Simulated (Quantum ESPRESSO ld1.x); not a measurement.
Values are calculated unless marked as measured or tabulated.
Question: All-electron atom: Zn21+ in [He] 2s2 2p5 (the NIST ground configuration). Level of theory: scalar-relativistic Kohn-Sham, PBEsol, spin-unpolarised, spherical densities, point nucleus (ld1.x of Quantum ESPRESSO 7.5). Some entries of the table are withheld. Estimate them.

orbital  occ.  eigenvalue (hartree)  <r> (bohr)  <r^2> (bohr^2)
1s          2              -386.105         (1)        0.003398
2s          2                   (2)      0.2195             (3)
2p          5                   (4)         (5)             (6)

Answer: 
(1) 1s <r> (bohr): 0.05027
(2) 2s eigenvalue (hartree): -75.4116
(3) 2s <r^2> (bohr^2): 0.05655
(4) 2p eigenvalue (hartree): -70.3698
(5) 2p <r> (bohr): 0.1908
(6) 2p <r^2> (bohr^2): 0.04428
